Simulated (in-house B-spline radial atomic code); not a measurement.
A radial electron density 4πr²n(r) was computed for an atom or ion in its tabulated ground configuration with an all-electron radial atomic-structure program (B-spline basis); method: non-relativistic PBE, spin-polarised, spherical fractional occupations. Columns: r (bohr), 4πr²n(r) (electrons per bohr), bar.

```
 0.00175    1.186 #
 0.00213    1.709 #
 0.00258    2.425 ##
 0.00314    3.446 ###
 0.00382     4.85 ####
 0.00465    6.759 #####
 0.00565    9.267 #######
 0.00687    12.52 ##########
 0.00836    16.61 #############
  0.0102    21.59 #################
  0.0124    27.15 ######################
   0.015    32.86 ##########################
  0.0183    38.48 ###############################
  0.0222    42.82 ##################################
   0.027    45.21 ####################################
  0.0329    45.07 ####################################
    0.04     42.7 ##################################
  0.0486    39.55 ################################
  0.0591    37.84 ##############################
  0.0719    39.69 ################################
  0.0874    45.28 ####################################
   0.106    51.86 #########################################
   0.129    55.01 ############################################
   0.157    51.22 #########################################
   0.191    42.04 ##################################
   0.232    33.76 ###########################
   0.283    32.04 ##########################
   0.344    36.16 #############################
   0.418    39.07 ###############################
   0.508    34.93 ############################
   0.618    24.71 ####################
   0.752     14.3 ###########
   0.914    8.124 ######
    1.11    5.906 #####
    1.35    4.958 ####
    1.64     3.54 ###
       2    1.809 #
    2.43   0.6396 #
    2.96   0.1445 
    3.59  0.02042 
    4.37 0.001494 
    5.31 5.495e-05
```

(1) Which atom or ion is it?
A. Sr4+
B. Rb5+
C. Rb3+
D. Rb4+

Results:

(1) D. The area under the curve, ∫4πr²n dr = ∫r·4πr²n d(ln r) on this logarithmic grid, is 33 electrons, which only this option has. The configuration is [Ar] 3d10 4s2 4p3.
